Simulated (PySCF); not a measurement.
# How methods differ on the excitation energy of Pb⁺

Pb⁺ [Xe] 4f14 5d10 6s2 6p1 (2P) → Pb⁺ [Xe] 4f14 5d10 6s1 6p2 (4P), as a difference of total energies. Calculation: PySCF 2.14, in ANO-RCC-VTZP (8s7p5d3f2g, 93 functions); scalar relativity by spin-free X2C-1e. Correlated levels: valence: [Xe] 4f14 5d10 frozen. The calculations carry no spin-orbit coupling.

| method | excitation energy (eV) |
| --- | --- |
| UHF | 6.047 |
| MP2 (valence) | 6.612 |
| SCS-MP2 (valence) | 6.823 |
| CCSD (valence) | 6.769 |
| CCSD(T) (valence) | 6.778 |

Problem. How much does correlation contribute at CCSD(T) (valence)?

Solution. 6.778 − (6.047) = 0.731 eV, measured against UHF.

Spin-orbit coupling is strong in these open shells (close to jj coupling). The scalar numbers leave it out and a first-order estimate fails, so it can dominate the gap to the real levels.
